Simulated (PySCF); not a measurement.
C7H11O (doublet state).
Structure used (GFN2-xTB), in Å, numbered top down from 1:
```
atom  x, y, z in Å
C1    -3.0714    0.2366    0.1685
O2    -1.7839    0.4452    0.6829
C3    -0.7971   -0.4519    0.1868
C4    -0.3980   -0.2304   -1.2437
C5     0.9444    0.0546   -1.3259
C6     1.5400    0.0643   -0.0806
C7     2.9610    0.3245    0.2452
C8     0.5101   -0.2175    0.9687
H9    -3.3988   -0.8003    0.3247
H10   -3.7309    0.9095    0.7144
H11   -3.1297    0.4672   -0.9012
H12   -1.1751   -1.4833    0.3252
H13   -1.0853   -0.2967   -2.0653
H14    1.4685    0.2442   -2.2477
H15    3.3908   -0.5155    0.7951
H16    3.5429    0.4855   -0.6590
H17    3.0536    1.2056    0.8838
H18    0.7811   -1.0731    1.5906
H19    0.3681    0.6407    1.6301
```

The hyperfine couplings belong to this conformer and change with its torsions.

Identity: `CO[C@H]1[CH]C=C(C)C1` [radical].

Theory: UKS B3LYP, pcH-1 on C H O, non-relativistic, mean-field spin-orbit, GIAO (PySCF). One conformer (not necessarily the lowest) at the GFN2-xTB geometry, without solvent, vibrations or thermal averaging. A GFN2-xTB geometry isn't a minimum of the functional, and hyperfine couplings can be far from their values at a DFT geometry. The SCF solution wasn't tested for stability. ⟨S²⟩ is 0.773 where a pure state has 0.75.

Mulliken spin populations: C1 +0.002, O2 +0.017, C3 -0.038, C4 +0.643, C5 -0.236, C6 +0.608, C7 -0.053, C8 -0.047, H9 0.000, H10 0.000, H11 +0.002, H12 +0.018, H13 -0.029, H14 +0.008, H15 +0.029, H16 +0.001, H17 +0.031, H18 +0.019, H19 +0.024. Main spin sites, with 60 % or more of the largest population: C4, C6; positions count bonds from the nearest.

**Question.** What dipolar couplings does the calculation give for H9, H10, H11, H12, H15, H16, H17, H18, H19?

**Answer.** 
| atom | position | distance from C4 (Å) | T1 (MHz) | T2 | T3 |
| --- | --- | --- | --- | --- | --- |
| H9 | 4 bonds from C4 | 3.43 | -1.27 | -1.02 | 2.29 |
| H10 | 4 bonds from C4 | 4.03 | -1.04 | -0.71 | 1.74 |
| H11 | 4 bonds from C4 | 2.84 | -2.14 | -1.84 | 3.97 |
| H12 | 2 bonds from C4 | 2.15 | -3.03 | -2.34 | 5.37 |
| H15 | 2 bonds from C6 | 4.31 | -3.25 | -2.74 | 5.99 |
| H16 | 2 bonds from C6 | 4.05 | -3.30 | -2.47 | 5.77 |
| H17 | 2 bonds from C6 | 4.30 | -3.28 | -2.55 | 5.83 |
| H18 | 2 bonds from C6 | 3.18 | -3.71 | -1.74 | 5.45 |
| H19 | 2 bonds from C6 | 3.10 | -3.61 | -1.69 | 5.30 |

**Question.** Estimate them with point dipoles: put each population ρk at its nucleus, leave out the nucleus itself and the atom bound to it, and sum T = Σ [ρk/(2S)]·C·(3 n nᵀ − 1)/r³ with C = μ0 gₑ μB g_N μN/(4π h) = 79.06 MHz Å³.

**Answer.** 
```csv
atom,T1 (MHz),T2,T3,"T3, computed",difference in T3 (%)
H9,-1.32,-1.28,2.59,2.29,+13
H10,-1.04,-0.85,1.89,1.74,+8
H11,-2.26,-2.02,4.29,3.97,+8
H12,-5.52,-4.22,9.74,5.37,+81
H15,-5.54,-4.30,9.84,5.99,+64
H16,-5.03,-4.52,9.55,5.77,+65
H17,-5.52,-4.34,9.86,5.83,+69
H18,-5.09,-4.12,9.21,5.45,+69
H19,-5.36,-3.90,9.27,5.30,+75
```

On one thread, Arm Neoverse V1 (aarch64), on a shared host, this took 85 s of wall time (grids of density and orbitals included) and 1.1 GiB of memory at its peak.
